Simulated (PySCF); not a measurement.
**B: excitation energy**

B [He] 2s2 2p1 (2P) → B [He] 2s1 2p2 (4P), as a difference of total energies. Computed with PySCF 2.14 in x2c-QZVPPall, with the spin-free X2C one-electron Hamiltonian (Gaussian nucleus). Correlated levels: valence and next inner shell: nothing frozen. The calculations carry no spin-orbit coupling.

```json
{"method": "UHF", "excitation energy (eV)": "2.194"}
{"method": "MP2 (valence and next inner shell)", "excitation energy (eV)": "3.134"}
{"method": "SCS-MP2 (valence and next inner shell)", "excitation energy (eV)": "3.527"}
{"method": "CCSD (valence and next inner shell)", "excitation energy (eV)": "3.515"}
{"method": "CCSD(T) (valence and next inner shell)", "excitation energy (eV)": "3.557"}
```

How much does correlation contribute at CCSD(T) (valence and next inner shell)?

3.557 − (2.194) = 1.363 eV, measured against UHF.
